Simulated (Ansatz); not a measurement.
H$_{4}$HfO$_{4}$, charge -1, doublet, geometry from GFN2-xTB (such geometries of metal compounds can be far from the true shape) (the multiplicity is a formal guess) (core potentials on Hf) (a gas-phase anion, which may not be bound at this level); B3LYP/def2-SVP run with Ansatz (a program for electronic structure).

Input for Ansatz:
Ansatz 0.2 input:
```yaml
crystal:
  periodic: [false, false, false]
  atoms:
    - {symbol: Hf, position_ang: [-0.00000000, 0.00000000, -0.00000000]}
    - {symbol: O, position_ang: [1.86824430, 0.33811420, -0.28908161]}
    - {symbol: H, position_ang: [1.71818795, 0.98809181, -0.98506148]}
    - {symbol: O, position_ang: [0.22989531, -0.32287162, 1.87912965]}
    - {symbol: H, position_ang: [1.19165090, -0.26527537, 1.84619568]}
    - {symbol: O, position_ang: [-0.54748506, 1.11112594, -1.46761215]}
    - {symbol: H, position_ang: [-1.31431976, 0.56973815, -1.68724728]}
    - {symbol: O, position_ang: [-1.55065456, -1.12636852, -0.12243589]}
    - {symbol: H, position_ang: [-1.59551909, -1.29255459, 0.82611309]}
basis:
  gaussian:
    orbitals: def2-SVP
hamiltonian:
  xc: b3lyp
total_charge: -1
magnetization: {spin_polarized: true, initial_magnetization: 1}
```

It wrote (shortened):

```
Functional definition: B3LYP
1048 factors; integrals over basis functions are off by at most 8.8e-4 eV
mean field evaluation 1: about -9549.5978 eV, gradient 5.1e1 eV
mean field evaluation 2: about -9520.4411 eV, gradient 1.0e2 eV
mean field evaluation 4: about -9558.6071 eV, gradient 2.8e0 eV
mean field evaluation 8: about -9558.8164 eV, gradient 1.2e-1 eV
mean field evaluation 16: about -9558.8165 eV, gradient 7.3e-5 eV
mean field -9558.81653734 eV, -351.2800285486 hartree, gradient 7.1e-5 eV, S^2 0.751072; 0 other end points of the search recorded, 0 dependent functions left out
reference -9558.81680510 eV, -351.2800383887 hartree; 25, 24 occupied and 83, 84 virtual orbitals, 1048 factors
Total energy: -9558.81680510 eV, -351.2800383887 hartree
```
